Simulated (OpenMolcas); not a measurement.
Pt4+ among 6 point charges of -1.7 e arranged as a tetragonal octahedron (D4h). The axial distance is 1.07 times the equatorial one, R.

```
Program             : OpenMolcas 26.06
Method              : CASSCF
Basis               : ANO-RCC-VDZP [7s6p4d2f]
Scalar Hamiltonian  : DKH2, point nucleus
Active space        : 6 electrons in 5 orbitals (5d)
State averaging     : 2S+1 = 5 even, 5 roots; 2S+1 = 3 even, 45 roots; 2S+1 = 1 even, 50 roots
Spin-orbit coupling : RASSI with atomic mean-field integrals over the reference wave functions
```

All point charges move together. At R = 2.02 Å the first state of the same spin is 1669 cm-1, and at R = 2.24 Å it is 1308 cm-1.

Q: A third run gives 1127 cm-1. What distance was it run at?

A: With a power law R^-n the two known points give n = -ln(1308 / 1669) / ln(2.24 / 2.02) = 2.36. Then R = 2.02 × (1669 / 1127)^(1/2.36) = 2.386 Å. The run was at 2.38 Å, so the estimate is off by +0.006 Å.

Without dynamic correlation the repulsion within the d shell is too large (B by tens of per cent), so at a given field states of lower spin stand too high. Point charges give a weaker field than real ligands, and real ions of this kind are as a rule low spin; the high spin found here belongs to the model. Spin-orbit coupling mixes the spin-free states strongly: the lowest level takes only 64 % from its leading state, 5E (figures for R = 2.02; the like holds for R = 2.24, R = 2.38). An orbital doublet at a regular site is open to a Jahn-Teller distortion, which this geometry leaves out (holds for R = 2.02; R = 2.24). This shell can be high or low spin here, a state of another spin lies low, and with metal d orbitals alone active their balance is uncertain, so the ground spin may be wrong (holds for R = 2.02). The ground term spreads over less than 5000 cm-1, several times less than with real ligands, so orbital moments are less quenched and χT lies further from the spin-only value than at real sites (holds for R = 2.38). This is an electrostatic model: the charges have no orbitals. No measured value stands beside these numbers.
